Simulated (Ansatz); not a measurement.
Nudged elastic band run: C2H4BBrO

Input:

```yaml
crystal:
  periodic: [false, false, false]
  atoms:
    - { symbol: B, position_ang: [-0.712516, 1.222313, 0.793224] }
    - { symbol: C, position_ang: [0.243218, 0.270865, 0.111591] }
    - { symbol: Br, position_ang: [2.124199, 0.607783, -0.012976] }
    - { symbol: C, position_ang: [-0.172324, -0.895291, -0.462158] }
    - { symbol: O, position_ang: [0.571358, -1.784611, -1.074526] }
    - { symbol: H, position_ang: [-1.881979, 0.908851, 0.813341] }
    - { symbol: H, position_ang: [-0.345795, 2.25273, 1.300372] }
    - { symbol: H, position_ang: [-1.234724, -1.159483, -0.432476] }
    - { symbol: H, position_ang: [1.496964, -1.469556, -1.053492] }
basis:
  gaussian: { orbitals: def2-SVP }
hamiltonian:
  xc: pbe0
  dispersion: d4
neb:
  order_check: false
  images: 9
  f_tol: 0.05
  max_iterations: 24
  final_atoms:
    - { symbol: B, position_ang: [-0.71281584, 1.22403804, 0.7919471] }
    - { symbol: C, position_ang: [0.24146965, 0.26964125, 0.11212189] }
    - { symbol: Br, position_ang: [2.1217679, 0.61002128, -0.01815406] }
    - { symbol: C, position_ang: [-0.17254994, -0.89861244, -0.45915217] }
    - { symbol: O, position_ang: [0.57176948, -1.78469841, -1.07545469] }
    - { symbol: H, position_ang: [-0.34348349, 2.26137446, 1.28265129] }
    - { symbol: H, position_ang: [-1.88045963, 0.90544072, 0.82846956] }
    - { symbol: H, position_ang: [-1.23406881, -1.16693975, -0.42379533] }
    - { symbol: H, position_ang: [1.49677168, -1.46666416, -1.05573359] }
  initial_path:
    images:
      - { positions_ang: [[-0.712516, 1.222313, 0.793224], [0.243218, 0.270865, 0.111591], [2.124199, 0.607783, -0.012976], [-0.172324, -0.895291, -0.462158], [0.571358, -1.784611, -1.074526], [-1.881979, 0.908851, 0.813341], [-0.345795, 2.25273, 1.300372], [-1.234724, -1.159483, -0.432476], [1.496964, -1.469556, -1.053492]] }
      - { positions_ang: [[-0.7086658, 1.21586734, 0.80213157], [0.24179095, 0.25883061, 0.12032128], [2.11633263, 0.57581567, 0.08256158], [-0.17148947, -0.87145584, -0.48896721], [0.57394185, -1.77275242, -1.10792328], [-1.74562333, 0.91978028, 1.03520954], [-0.49093621, 2.24289197, 1.09880455], [-1.24183768, -1.09847197, -0.49817624], [1.51488807, -1.51690465, -1.06106178]] }
      - { positions_ang: [[-0.70481561, 1.20942168, 0.81103914], [0.24036389, 0.24679622, 0.12905156], [2.10846626, 0.54384833, 0.17809915], [-0.17065495, -0.84762067, -0.51577642], [0.5765257, -1.76089385, -1.14132055], [-1.60926767, 0.93070956, 1.25707807], [-0.63607741, 2.23305395, 0.89723711], [-1.24895136, -1.03746093, -0.56387649], [1.53281213, -1.56425329, -1.06863157]] }
      - { positions_ang: [[-0.70096541, 1.20297603, 0.81994671], [0.23893684, 0.23476184, 0.13778184], [2.1005999, 0.511881, 0.27363673], [-0.16982042, -0.82378551, -0.54258563], [0.57910955, -1.74903527, -1.17471783], [-1.472912, 0.94163884, 1.47894661], [-0.78121862, 2.22321592, 0.69566966], [-1.25606504, -0.9764499, -0.62957673], [1.5507362, -1.61160194, -1.07620135]] }
      - { positions_ang: [[-0.69711521, 1.19653037, 0.82885428], [0.23750979, 0.22272745, 0.14651211], [2.09273353, 0.47991366, 0.3691743], [-0.16898589, -0.79995035, -0.56939484], [0.5816934, -1.73717669, -1.2081151], [-1.33655634, 0.95256812, 1.70081515], [-0.92635982, 2.2133779, 0.49410221], [-1.26317872, -0.91543887, -0.69527697], [1.56866026, -1.65895058, -1.08377114]] }
      - { positions_ang: [[-0.69326502, 1.19008471, 0.83776185], [0.23608274, 0.21069306, 0.15524239], [2.08486716, 0.44794633, 0.46471188], [-0.16815137, -0.77611518, -0.59620405], [0.58427725, -1.72531811, -1.24151238], [-1.20020067, 0.9634974, 1.92268368], [-1.07150103, 2.20353987, 0.29253477], [-1.2702924, -0.85442783, -0.76097722], [1.58658433, -1.70629923, -1.09134092]] }
      - { positions_ang: [[-0.69717518, 1.19687537, 0.8285989], [0.23716012, 0.2224827, 0.14661829], [2.09224731, 0.48036132, 0.36813869], [-0.16903108, -0.80061464, -0.56879368], [0.5817757, -1.73719417, -1.20830084], [-1.02885723, 1.22307281, 1.7946772], [-1.23329275, 1.94392004, 0.39972173], [-1.26304768, -0.91693022, -0.69354084], [1.5686218, -1.65837221, -1.08421946]] }
      - { positions_ang: [[-0.70108535, 1.20366604, 0.81943595], [0.2382375, 0.23427234, 0.13799419], [2.09962746, 0.51277631, 0.2715655], [-0.16991079, -0.82511409, -0.5413833], [0.57927414, -1.74907023, -1.17508931], [-0.8575138, 1.48264822, 1.66667073], [-1.39508447, 1.68430021, 0.50690868], [-1.25580296, -0.9794326, -0.62610446], [1.55065927, -1.6104452, -1.07709799]] }
      - { positions_ang: [[-0.70499551, 1.21045671, 0.810273], [0.23931488, 0.24606198, 0.12937009], [2.10700761, 0.5451913, 0.17499232], [-0.17079051, -0.84961354, -0.51397293], [0.57677259, -1.76094629, -1.14187777], [-0.68617036, 1.74222363, 1.53866425], [-1.55687619, 1.42468038, 0.61409564], [-1.24855824, -1.04193498, -0.55866809], [1.53269674, -1.56251819, -1.06997652]] }
      - { positions_ang: [[-0.70890567, 1.21724737, 0.80111005], [0.24039226, 0.25785161, 0.12074599], [2.11438775, 0.57760629, 0.07841913], [-0.17167022, -0.87411299, -0.48656255], [0.57427104, -1.77282235, -1.10866623], [-0.51482693, 2.00179905, 1.41065777], [-1.71866791, 1.16506055, 0.7212826], [-1.24131352, -1.10443736, -0.49123171], [1.51473421, -1.51459117, -1.06285506]] }
      - { positions_ang: [[-0.71281584, 1.22403804, 0.7919471], [0.24146965, 0.26964125, 0.11212189], [2.1217679, 0.61002128, -0.01815406], [-0.17254994, -0.89861244, -0.45915217], [0.57176948, -1.78469841, -1.07545469], [-0.34348349, 2.26137446, 1.28265129], [-1.88045963, 0.90544072, 0.82846956], [-1.23406881, -1.16693975, -0.42379533], [1.49677168, -1.46666416, -1.05573359]] }
```

Launched with:

```bash
$ ansatz run input.yaml --threads 2 --pin off --max-ram 3072MiB --backend cpu --events-out ev --progress --plain --runs-dir out
```

Output, in part (warnings, iteration lines, the closing report on the highest movable image, with atoms numbered from 0):

```
NEB end point (image 0): max|allowed force component| = 5.728e-3 eV/Å (the criterion of neb.relax_end_points is 1.000e-2)
NEB end point (image 10): max|allowed force component| = 1.295e-2 eV/Å (the criterion of neb.relax_end_points is 1.000e-2)
NEB iter   1: max|band force component| = 1.509e1 eV/Å  barrier→ = 5.0025 eV  barrier← = 5.0024 eV  Δτ_max = 0.1982 Å  (298 SCF iters)
NEB iter   2: max|band force component| = 3.732e0 eV/Å  barrier→ = 1.1390 eV  barrier← = 1.1389 eV  Δτ_max = 0.1957 Å  (276 SCF iters)
NEB iter   3: max|band force component| = 1.642e0 eV/Å  barrier→ = 0.7675 eV  barrier← = 0.7674 eV  Δτ_max = 0.1950 Å  (273 SCF iters)
NEB iter   4: max|band force component| = 1.366e0 eV/Å  barrier→ = 0.6815 eV  barrier← = 0.6814 eV  Δτ_max = 0.1044 Å  (275 SCF iters)
NEB iter   5: max|band force component| = 3.650e-1 eV/Å  barrier→ = 0.6708 eV  barrier← = 0.6707 eV  CI = image 5  Δτ_max = 0.0791 Å  (281 SCF iters)
NEB iter   6: max|band force component| = 2.163e-1 eV/Å  barrier→ = 0.6513 eV  barrier← = 0.6511 eV  CI = image 5  Δτ_max = 0.0602 Å  (278 SCF iters)
NEB iter   7: max|band force component| = 1.144e-1 eV/Å  barrier→ = 0.6444 eV  barrier← = 0.6442 eV  CI = image 5  Δτ_max = 0.0423 Å  (288 SCF iters)
NEB iter   8: max|band force component| = 3.717e-2 eV/Å  barrier→ = 0.6420 eV  barrier← = 0.6419 eV  CI = image 5  Δτ_max = 0.0000 Å  (547 SCF iters)
Total energy: -74881.62828451 eV, -2751.8490828649 hartree
Atom 0 at    -0.666742     1.250224     0.881211 Å, force     0.023771     0.015169     0.024540 eV/Å
Atom 1 at    -0.008881     0.103089     0.083989 Å, force    -0.033054    -0.016409    -0.027579 eV/Å
Atom 2 at     1.806964     0.559368     0.570797 Å, force     0.008249     0.009151     0.007869 eV/Å
Atom 3 at    -0.232102    -0.940872    -0.717908 Å, force     0.036462    -0.017368    -0.011088 eV/Å
Atom 4 at     0.666174    -1.766523    -1.264358 Å, force     0.001541     0.032471     0.015824 eV/Å
Atom 5 at    -0.947649     1.091944     2.046592 Å, force    -0.004691    -0.004887    -0.004496 eV/Å
Atom 6 at    -0.821089     2.333643     0.367170 Å, force    -0.005842    -0.004714    -0.007542 eV/Å
Atom 7 at    -1.261088    -1.194556    -0.992027 Å, force    -0.000141     0.001992     0.005779 eV/Å
Atom 8 at     1.552814    -1.482715    -0.992566 Å, force    -0.026295    -0.015405    -0.003308 eV/Å
Dipole moment:     0.034432    -0.075822    -0.058574 e Å
```

The forces met the threshold. A vibrational analysis at the climbing image gives one clearly imaginary mode, 93i cm⁻¹: a first-order saddle point.

Final band (atoms are numbered from 1 in the order of the input):

```tsv
image	path coordinate (Å)	energy (kcal/mol)	dihedral H6–B1–C2–Br3 (°)
0	0.00	0.0	180
1	0.46	1.5	-164
2	0.91	5.7	-145
3	1.37	10.9	-125
4	1.83	14.2	-105
5	2.28	14.8	-87
6	2.74	14.2	-69
7	3.20	10.7	-51
8	3.65	5.6	-33
9	4.11	1.4	-16
10	4.56	0.0	1
```

Run time: 5.8 min on 2 threads of AMD EPYC 7R43 64-Core Processor (Zen 3), with other jobs on the host, peak memory 0.29 GiB.
